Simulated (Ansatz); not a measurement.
Geometry optimisation, UKS PBE0-D4/6-31G* in Ansatz.

The input (input.yaml):

```yaml
crystal:
  periodic: [false, false, false]
  atoms:
    - { symbol: "N", position_ang: [0.371, 1.545, 0.8069] }
    - { symbol: C, position_ang: [0.5806, 0.3198, 0.8012] }
    - { symbol: O, position_ang: [0.192, -0.4566, 1.8819] }
    - { symbol: S, position_ang: [1.4956, -0.4273, -0.5904] }
    - { symbol: Al, position_ang: [-0.5232, -0.9622, -1.6532] }
    - { symbol: H, position_ang: [0.5865, 2.2098, -0.0162] }
    - { symbol: H, position_ang: [-0.44911, -0.02863, 0.88117] }
    - { symbol: H, position_ang: [-1.2057, -2.3328, -1.3465] }
    - { symbol: H, position_ang: [-1.1866, 0.1085, -2.5994] }
magnetization:
  spin_polarized: true
basis:
  gaussian: { orbitals: "6-31G*" }
hamiltonian:
  xc: pbe0
  dispersion: d4
relax:
  f_tol: 0.02
  max_steps: 50
```

Command:

```bash
$ ansatz run input.yaml --threads 2 --pin off --max-ram 3072MiB --backend cpu --events-out ev --progress --plain --runs-dir out
```

Where does it end, and by what steps?

The forces met the threshold. After 25 steps the energy has fallen by 5.243 eV; O3 moved furthest, 1.61 Å. Parted: C2–H7. Joined: O3–Al5, O3–H7.

| step | energy less start (eV) | largest force component (eV/Å) | accepted |
| --- | --- | --- | --- |
| 0 | 0.0000 | 5.518 | yes |
| 1 | -1.0982 | 3.318 | yes |
| 2 | -2.4283 | 2.820 | yes |
| 3 | -3.3333 | 2.138 | yes |
| 4 | -3.7815 | 1.483 | yes |
| 5 | -4.0588 | 2.403 | yes |
| 6 | -4.1497 | 2.894 | yes |
| 7 | -4.4189 | 0.705 | yes |
| 8 | -4.4759 | 1.483 | yes |
| 9 | -4.5793 | 0.791 | yes |
| 10 | -4.6489 | 0.386 | yes |
| 11 | -4.7609 | 0.468 | yes |
| 12 | -4.8950 | 0.315 | yes |
| 13 | -5.0468 | 0.515 | yes |
| 14 | -5.1394 | 0.780 | yes |
| 15 | -5.1869 | 0.431 | yes |
| 16 | -5.1977 | 0.481 | yes |
| 17 | -5.2080 | 0.682 | yes |
| 18 | -5.2349 | 0.119 | yes |
| 19 | -5.2308 | 0.463 | no |
| 20 | -5.2403 | 0.067 | yes |
| 21 | -5.2423 | 0.063 | yes |
| 22 | -5.2429 | 0.064 | yes |
| 23 | -5.2430 | 0.055 | yes |
| 24 | -5.2431 | 0.026 | yes |
| 25 | -5.2432 | 0.005 | yes |

```xyz
9
Properties=species:S:1:pos:R:3
N 0.832 1.486 1.133
C 0.611 0.613 0.260
O -0.524 -0.207 0.462
S 1.333 0.099 -1.251
Al -0.622 -1.111 -1.318
H 1.650 2.048 0.914
H -1.090 0.157 1.167
H -0.501 -2.678 -1.103
H -1.828 -0.432 -2.099
```

The run took 2.1 min on 2 threads of Arm Neoverse V1, on a shared host, peak memory 0.27 GiB.
